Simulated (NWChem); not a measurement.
# BHSF2; SMILES FB(F)S

```xyz
5

B      0.0093    -0.4739     0.0000
F      1.1384    -1.1626     0.0000
F     -1.1406    -1.1309     0.0000
S      0.0876     1.3399     0.0000
H     -1.2473     1.5335     0.0000
```
Atoms are numbered in this order, from 1.

Program: NWChem. Pople sets run with spherical d functions. STO-3G and 3-21G are far too small for this property and stand as cheap habits. The geometry was optimised at B3LYP/6-31G* (spherical d). B3LYP is NWChem's, with the RPA form of VWN correlation. Field at 589 nm.

Q: Order these by “anisotropy (bohr³)”, lowest first: B3LYP/def2-SVP; B3LYP/aug-cc-pVDZ; B3LYP/STO-3G; B3LYP/def2-SVPD.

A: B3LYP/def2-SVPD (11.2), B3LYP/aug-cc-pVDZ (11.9), B3LYP/def2-SVP (14.5), B3LYP/STO-3G (15.8)
